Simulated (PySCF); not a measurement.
Excitation energy of Ag²⁺ by level of theory

Ag²⁺ [Kr] 4d9 (2D) → Ag²⁺ [Kr] 4d8 5p1 (high-spin determinant), as a difference of total energies. Calculation: PySCF 2.14, in ANO-RCC-VTZP (7s6p4d2f1g, 68 functions); the spin-free X2C one-electron Hamiltonian (Gaussian nucleus). Correlated levels: valence and next inner shell: [Ar] 3d10 frozen. The calculations carry no spin-orbit coupling.

```csv
method,excitation energy (eV)
UHF,14.042
MP2 (valence and next inner shell),15.033
SCS-MP2 (valence and next inner shell),14.983
CCSD (valence and next inner shell),14.755
CCSD(T) (valence and next inner shell),14.762
```

**Question.** How much does correlation contribute at CCSD(T) (valence and next inner shell)?

**Answer.** 14.762 − (14.042) = 0.720 eV, measured against UHF.

A first-order spin-orbit estimate (lowest level to lowest level, LS coupling) adds -0.021 eV.

The basis was made for the ground configuration and has no added diffuse functions, so the excitation energy can come out too high.

The determinant of the upper state mixes LS terms, which raises its energy above the lowest term, most at the Hartree-Fock and MP2 levels.
